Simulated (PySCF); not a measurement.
## Radial density of Nd²⁺ (neodymium, charge +2)

TPSS, [Xe] 4f3 5d1, one real determinant (an excited configuration). All numbers are calculated (PySCF 2.14, scalar relativity by spin-free X2C-1e, in cc-pVDZ-X2C).

| r (bohr) | 4πr²ρ (e/bohr) | 4πr²(ρα − ρβ) |
| --- | --- | --- |
| 0.0179 | 79.51 | 0.0007 |
| 0.0302 | 69.19 | 0.0018 |
| 0.0508 | 88.65 | 0.0059 |
| 0.0854 | 100.4 | 0.0203 |
| 0.144 | 77.59 | 0.0967 |
| 0.242 | 83.75 | 0.4888 |
| 0.406 | 33.91 | 2.0378 |
| 0.684 | 35.42 | 3.1538 |
| 1.15 | 11.23 | 1.8813 |
| 1.93 | 5.032 | 0.8191 |
| 3.25 | 0.4756 | 0.2382 |
| 5.47 | 0.01439 | 0.0137 |
| 9.21 | 4.776e-05 | 0.0000 |

Densities and radii are taken from the X2C orbitals without a picture-change correction, which distorts them close to the nucleus.

⟨L²⟩ = 40.02 against 72 for a pure L term, so this real determinant mixes terms. Spin-orbit coupling, absent here, splits the open shell strongly.
